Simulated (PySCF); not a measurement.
**A computed series [M(H2O)7]3+**

Computed with PySCF 2.14.0, r2SCAN, def2-SVP on the ligands, density fitting, scalar-relativistic core potentials, no spin-orbit coupling, vacuum. Each member is relaxed from one template within its symmetry. Distances are means of the shortest metal–ligand contacts, charges and spins Mulliken's; removal energies are rigid, with the ligand's formal charge and no counterpoise, so too large; for an anion taken off a cation in vacuum most of it is the attraction of opposite charges, and multiply charged cations can part far more cheaply with an electron moved from ligand to metal. lcecp potentials hold a fixed number of 4f electrons in the core, out of states, spins and gaps.

```csv
metal,basis on the metal,point group,M–H2O (Å),charge on M (e),removal of one H2O (eV),unstable modes (below −25 cm⁻¹)
La,lcecp-1-SVP with ECP46,C2v,2.574,1.33,2.31,not given
Lu,lcecp-1-SVP with ECP60,C2v,2.365,1.07,2.70,not given
```

Question: What does the calculation give for Er, lcecp-1-SVP with ECP57?

Answer: point group: C2v, M–H2O (Å): 2.396, charge on M (e): 1.13, removal of one H2O (eV): 2.63, unstable modes (below −25 cm⁻¹): not given.
```xyz
22

Er   -0.0008    0.0000    0.0000
O    -0.0031    0.0000    2.3499
H     0.7629    0.0000    2.9590
H    -0.7708    0.0000    2.9570
O    -0.0031    0.0000   -2.3499
H     0.7629    0.0000   -2.9590
H    -0.7708    0.0000   -2.9570
O     2.4216    0.0000    0.0000
H     3.0289    0.0000    0.7632
H     3.0289    0.0000   -0.7632
O     0.7451    2.2877    0.0000
H     0.9102    2.8657    0.7681
H     0.9102    2.8657   -0.7681
O    -1.9534    1.4243    0.0000
H    -2.4201    1.8092    0.7652
H    -2.4201    1.8092   -0.7652
O    -1.9534   -1.4243    0.0000
H    -2.4201   -1.8092    0.7652
H    -2.4201   -1.8092   -0.7652
O     0.7451   -2.2877    0.0000
H     0.9102   -2.8657    0.7681
H     0.9102   -2.8657   -0.7681
```

From La to Lu the M–H2O distance shrinks by 0.21 Å, the lanthanide contraction, and the energy to remove one H2O rises by 0.39 eV.

One start shape was tried for each, so a minimum needn't be the lowest isomer.
